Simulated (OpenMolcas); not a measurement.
**3d ions of charge +5 along the row**

- Program: OpenMolcas
- Method: MS-CASPT2, IPEA 0.25 Eh, imaginary shift 0.1 Eh
- Basis: ANO-RCC-VTZP
- Scalar Hamiltonian: DKH2, point nucleus
- Spin-orbit coupling: state interaction with AMFI integrals over the reference wave functions, term energies averaged over their components

Active space: the 3d shell; CASPT2 also correlates the outermost closed s and p core shells.

B and C come from two terms' centres of gravity (d2, d8: 3P = 15B, 1G = 12B + 2C; d3, d7: 4P = 15B, 2G = 4B + 3C; d4, d6: 3G = 9B + 4C, 3H = 4B + 4C; d5: 4D = 17B + 5C, 4G = 10B + 5C, above the ground term), where all their levels are at least 80 % pure. ζ = ±2S·A comes from the whole width of the ground multiplet by E(J) = (A/2) J(J+1), where its levels are at least 85 % pure. Energies in cm-1.

```
 Ion  Configuration  Lowest level  Weight (%)     B  B measured     C  C measured     ζ  ζ measured
Fe5+            3d³        ⁴F_3/2         100  1256        1205  5072        5007   619         572
Co5+            3d⁴           ⁵D₀         100  1207        1131  6031        5809   794         713
Ni5+            3d⁵        ⁶S_5/2         100  1246              6177                              
Cu5+            3d⁶           ⁵D₄         100  1459        1457  6125        5971  1056        1093
```

Measured columns use the levels in Corliss and Sugar, J. Phys. Chem. Ref. Data 11, 135 (1982) (Fe5+); Sugar and Corliss, J. Phys. Chem. Ref. Data 10, 1097 (1981) (Co5+); Sugar and Musgrove, J. Phys. Chem. Ref. Data 19, 527 (1990) (Cu5+).

The computed B goes from 1256 (Fe5+) to 1459 cm-1 (Cu5+), a factor of 1.16, though not at every step. It departs from the measured column by 0 to +7 %. The Trees term is left out, which lowers the B read from the levels of every ion, most for d4 to d6. The pair of terms that fixes B changes along the row, so steps between ions also reflect that choice.

The computed ζ goes from 619 (Fe5+) to 1056 cm-1 (Cu5+), a factor of 1.71, rising at every step. It departs from the measured column by -3 to +11 %.

CASPT2 does not keep the components of a term degenerate, so their means are used; among the low terms the widest spread is 1000 cm-1 (3d³ ⁴F, Fe5+). The CASPT2 spread within a term exceeds the gap to the next term for 3d⁴ ³D and 3d⁴ ¹G(1), 3d⁴ ¹G(1) and 3d⁴ ¹I, 3d⁴ ³P(2) and 3d⁴ ³F(2), so the order of their levels is uncertain, and so are names and mixing where such terms share a J (figures for Co5+; the like holds for Cu5+). Blocks of more than 70 roots (2S+1 = 2 even) ran without multistate coupling (holds for Ni5+). Measured partners are found by configuration, term and J. A level has none where our copy of the source lacks it or the pairing is in doubt (some pairs that miss far off the trend of their configuration count as doubtful), and it then counts in no deviation. Levels of configurations outside the active space are missing.

A number in round brackets counts repeated terms of one configuration in the order of the reference energies.
